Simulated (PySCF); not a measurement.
## Indium: a sound run and one with changed settings

Sound run: In(2+) [Kr] 4d10 5s1, In(3+) [Kr] 4d10. All numbers are calculated (PySCF 2.14, a scalar-relativistic core potential, in cc-pVDZ-PP with ECP28MDF). The sound run starts from symmetry-adapted Hartree-Fock orbitals and uses a fine grid where one is needed.

Changed run: initial guess 1e, at most 2 SCF cycles. This setting is unsound on purpose.

```
species  method  sound run (hartree)  changed run (hartree)  converged
 In(2+)     UHF           -188.38874             -188.38848         no
 In(2+)    PBE0           -189.21422             -189.20946         no
 In(2+)    MN15           -188.79381             -188.79099         no
 In(3+)     UHF           -187.40969             -187.40969         no
 In(3+)    PBE0           -188.17593             -188.17479         no
 In(3+)    MN15           -187.76103             -187.76023         no
```

The SCF was stopped early; the energies are upper bounds that still move, and correlated levels were skipped or rest on poor orbitals.
